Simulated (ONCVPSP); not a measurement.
## nitrogen: excitation energies, all-electron against ONCV

ONCVPSP 4.0.1 input, shortened (lines: element, Z, core and valence counts, functional; n l f; lmax; l rc ep ncon nbas qcut; lloc lpopt rc5 dvloc0; l nproj debl; icmod fcfact rcfact), LDA (Perdew-Wang 92), scalar-relativistic:

```
  N 7.00    1    2  -001012      upf
    1    0    2.00
    2    0    2.00
    2    1    3.00
    2
    0    1.15    0.00    4    8    6.10
    1    2.10    0.00    3    6    7.30
    2    2.15    0.02    4    7    4.00
    0    5    1.15    0.00
    0    0    3.60
    1    2    2.70
    2    3    3.10
    3    2.75    1.40
```

Energies are relative to the spin-unpolarised reference configuration 2s2 2p3; without spin polarisation the order of configurations can differ from experiment.

Give the all-electron excitation energy and the error of the potential for: 2s2 2p2; 2s2 2p1; 2s2 2p0; 2s2 2p2.5.

```json
{"valence configuration": "2s2 2p2", "charge": "+1", "ΔE all-electron (eV)": "13.731", "error AE − PS (meV)": "+69"}
{"valence configuration": "2s2 2p1", "charge": "+2", "ΔE all-electron (eV)": "42.703", "error AE − PS (meV)": "+536"}
{"valence configuration": "2s2 2p0", "charge": "+3", "ΔE all-electron (eV)": "89.873", "error AE − PS (meV)": "+1981"}
{"valence configuration": "2s2 2p2.5", "charge": "+0.5", "ΔE all-electron (eV)": "5.166", "error AE − PS (meV)": "+11"}
```
